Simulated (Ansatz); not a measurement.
Cost and result for the atomization energy of CH₇AlGeS, SMILES `[AlH2][CH](S)[GeH3]` (11 atoms, 10 bonds).

Z-matrix (Å, degrees):
```
C
S 1 1.801
Ge 1 1.969 2 110.5
Al 1 1.959 2 110.8 3 -120.1
H 1 1.096 2 111.3 3 119.3
H 2 1.348 1 99.6 3 -50.2
H 3 1.541 1 109.5 2 -70.1
H 3 1.541 1 111.0 2 169.3
H 3 1.540 1 108.5 2 48.7
H 4 1.586 1 117.0 2 -165.9
H 4 1.583 1 120.5 2 15.8
```

Charge 0, multiplicity 1. Correlated methods include outer-core shells of Ge, which these sets cover unevenly. Scalar relativity is left out up to krypton. The geometry is a stationary point of PBE0-D4/def2-TZVP. It is one conformer, not always the lowest. Program: Ansatz. All runs use 4 threads of an Arm Neoverse V1 on a shared host. Times are those of one run each, without the atoms' runs, and a repeat can differ threefold. Electronic energies, without spin–orbit coupling; frozen cores. CCSD(T)/CBS adds CCSD(T) − MP2 in def2-TZVPP to the MP2 limit, and its time is that of the two runs behind it. T1 = 0.011. With those shells the extrapolation isn't a true limit. B3LYP takes the VWN-RPA correlation (the form of Gaussian; ORCA's B3LYP/G).

CCSD(T)/CBS is a level of theory with its own doubt, some kJ/mol a heavy atom from the limit and from the frozen cores, so smaller differences don't rank the functionals.

| level | functions | wall time |
| --- | --- | --- |
| PBE-D4/def2-TZVPP (with forces) | 261 | 3 s |
| PBE0-D4/def2-TZVPP | 261 | 4.1 s |
| r2SCAN-D4/def2-TZVPP (with forces) | 261 | 6 s |
| B3LYP-D4/def2-TZVPP (with forces) | 261 | 6 s |
| B2PLYP/def2-TZVPP | 261 | 6.5 s |
| ωB97X-V/def2-TZVPP | 261 | 10 s |
| ωB97M-V/def2-TZVPP (with forces) | 261 | 15 s |
| MP2/def2-QZVPP | 496 | 28 s |
| CCSD(T)/def2-TZVPP | 261 | 2.8 min |
| CCSD(T)/CBS(def2) | – | 3.3 min |

What atomization energy does each give, and how far from CCSD(T)/CBS? (An estimate is asked.)

Ansatz gave: 
| level | atomization (kJ/mol) | difference from CCSD(T)/CBS | per bond |
| --- | --- | --- | --- |
| PBE-D4/def2-TZVPP (with forces) | 3156.8 | -22.4 | -2.2 |
| PBE0-D4/def2-TZVPP | 3137.6 | -41.6 | -4.2 |
| r2SCAN-D4/def2-TZVPP (with forces) | 3171.8 | -7.4 | -0.7 |
| B3LYP-D4/def2-TZVPP (with forces) | 3144.4 | -34.8 | -3.5 |
| B2PLYP/def2-TZVPP | 3106.8 | -72.4 | -7.2 |
| ωB97X-V/def2-TZVPP | 3189.5 | 10.3 | 1.0 |
| ωB97M-V/def2-TZVPP (with forces) | 3166.1 | -13.1 | -1.3 |
| MP2/def2-QZVPP | 3143.2 | -36.0 | -3.6 |
| CCSD(T)/def2-TZVPP | 3103.0 | -76.2 | -7.6 |
| CCSD(T)/CBS(def2) | 3179.2 | 0.0 | 0.0 |

From PBE to PBE0 (25 % exact exchange), in def2-TZVPP and without D4, the atomization energy moves by −15.2 kJ/mol: exact exchange takes away binding that semilocal exchange gives to molecules. In def2-TZVPP, CCSD(T) changes the Hartree–Fock value by +797.2 kJ/mol (the triples alone add +41.9 kJ/mol) and MP2 by +792.8 kJ/mol; breaking electron pairs costs correlation energy, which Hartree–Fock lacks. The D4 term adds +44.5 kJ/mol with B3LYP and +23.3 kJ/mol with PBE0; it sums over pairs of atoms, weighted by their polarisabilities, and B3LYP, whose exchange is more repulsive, gets the larger term.
